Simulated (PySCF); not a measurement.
# Os²⁺: ionisation energy

Os²⁺ [Xe] 4f14 5d6 (5D) → Os³⁺ [Xe] 4f14 5d5 (6S), as a difference of total energies. Calculation: PySCF 2.14, in def2-QZVPPD with the def2 core potential (60 electrons) (7s5p4d4f2g, 88 functions); scalar relativity through the core potential. Correlated levels: valence: 5s2 5p6 frozen. The calculations carry no spin-orbit coupling.

| method | ionisation energy (eV) |
| --- | --- |
| UHF | 24.956 |
| MP2 (valence) | 26.208 |
| SCS-MP2 (valence) | 26.447 |
| CCSD (valence) | 26.252 |
| CCSD(T) (valence) | 26.318 |

Task: How much does correlation contribute at CCSD(T) (valence)?

Result: 26.318 − (24.956) = 1.362 eV, measured against UHF.

The reference lies between the lowest fine-structure levels, while these numbers refer to the centres of the terms.

Errors of the correlated levels include the incompleteness of this basis and the frozen core.

For comparison: 25 ± 1.6 eV (theoretical estimate listed by NIST; NIST Atomic Spectra Database, ionization energies).
